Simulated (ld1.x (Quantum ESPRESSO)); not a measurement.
# Reading a pseudo-wave (Ge)

Columns: radius, all-electron u(r) and pseudo u(r) of the 4p shell (level -4.29 eV) of germanium in the configuration [Ar] 3d10 4s1.5 4p2.5; PW91, scalar-relativistic, TM semilocal scheme, ld1.x (Quantum ESPRESSO) 7.5.

```json
{"r (bohr)": "0.085", "all-electron": "0.1427", "pseudo": "0.0022"}
{"r (bohr)": "0.170", "all-electron": "0.0974", "pseudo": "0.0087"}
{"r (bohr)": "0.255", "all-electron": "-0.0565", "pseudo": "0.0194"}
{"r (bohr)": "0.340", "all-electron": "-0.1848", "pseudo": "0.0343"}
{"r (bohr)": "0.425", "all-electron": "-0.2470", "pseudo": "0.0531"}
{"r (bohr)": "0.510", "all-electron": "-0.2478", "pseudo": "0.0757"}
{"r (bohr)": "0.595", "all-electron": "-0.2051", "pseudo": "0.1017"}
{"r (bohr)": "0.680", "all-electron": "-0.1365", "pseudo": "0.1311"}
{"r (bohr)": "0.765", "all-electron": "-0.0551", "pseudo": "0.1634"}
{"r (bohr)": "0.850", "all-electron": "0.0305", "pseudo": "0.1986"}
{"r (bohr)": "0.935", "all-electron": "0.1146", "pseudo": "0.2363"}
{"r (bohr)": "1.020", "all-electron": "0.1939", "pseudo": "0.2763"}
{"r (bohr)": "1.105", "all-electron": "0.2666", "pseudo": "0.3180"}
{"r (bohr)": "1.190", "all-electron": "0.3320", "pseudo": "0.3608"}
{"r (bohr)": "1.275", "all-electron": "0.3896", "pseudo": "0.4037"}
{"r (bohr)": "1.360", "all-electron": "0.4398", "pseudo": "0.4454"}
{"r (bohr)": "1.445", "all-electron": "0.4828", "pseudo": "0.4844"}
{"r (bohr)": "1.530", "all-electron": "0.5191", "pseudo": "0.5194"}
{"r (bohr)": "1.615", "all-electron": "0.5493", "pseudo": "0.5493"}
{"r (bohr)": "1.700", "all-electron": "0.5738", "pseudo": "0.5738"}
{"r (bohr)": "1.785", "all-electron": "0.5932", "pseudo": "0.5932"}
{"r (bohr)": "1.870", "all-electron": "0.6079", "pseudo": "0.6079"}
{"r (bohr)": "1.955", "all-electron": "0.6185", "pseudo": "0.6185"}
{"r (bohr)": "2.040", "all-electron": "0.6253", "pseudo": "0.6253"}
{"r (bohr)": "2.125", "all-electron": "0.6288", "pseudo": "0.6288"}
{"r (bohr)": "2.210", "all-electron": "0.6294", "pseudo": "0.6294"}
```

Q: How many radial nodes do the two functions have?

A: The all-electron 4p function has n − l − 1 = 2; the pseudo-wave has 0, since the states of the same l below it are removed with the core.

Q: At about which radius was the pseudo-wave matched?

A: 1.70 bohr. The columns agree to 0.0005 from 1.53 bohr on; several derivatives are matched, so the curves merge somewhat inside the radius.

Q: Is the pseudo-wave norm-conserving?

A: Yes: the TM semilocal scheme keeps the norm inside the radius equal to the all-electron one, which fixes the energy derivative of the logarithmic derivative at the level.
